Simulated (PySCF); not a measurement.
## Spinor energies of O²⁺ (oxygen, charge +2)

Start: [He] 2s2 2p2; 2p1/2 filled at m_j = -1/2, +1/2. Calculated with PySCF 2.14 in an even-tempered Gaussian basis (19 s from 0.12 bohr⁻², ratio 2.4; 11 p from 0.16 bohr⁻², ratio 2.4; 6 d from 1.2 bohr⁻², ratio 2.6; 5 f from 1.9 bohr⁻², ratio 2.6): generalised Hartree-Fock with the X2C-1e Hamiltonian and a Gaussian nucleus; one run each with spin-orbit coupling (SO) switched off, then screened by Boettger's factors.

```csv
spinor shell,electrons,"ε, spin-free (eV)","ε, screened SO (eV)",weight of nominal j (screened SO),"rms radius, screened SO (bohr)"
1s1/2,2,-606.15,-606.14,1.000,0.230
2s1/2,2,-67.560,-67.557,1.000,1.13
2p1/2,2,-55.711,-55.718,0.504,1.09
```

```
   quantity  spin-free  screened SO
E (hartree)  -73.15638    -73.15696
        M_J          0            0
       ⟨J²⟩      2.004        1.986
       ⟨L²⟩      2.002        2.002
       ⟨S²⟩      2.003        2.003
```

The determinant has a definite M_J but mixes levels of different J.

Each row is a mean over spinors that exchange with the open shell spreads, by up to 10.405 eV (2s1/2).

Rows whose weight is well below 1 are mixtures of j = l ± 1/2: exchange outweighs spin-orbit coupling there, and the label is only the starting occupation.

Without spin-orbit coupling the j labels of p, d and f shells carry no meaning; the spin-free column gives the mean over the occupied spinors of each nl shell.
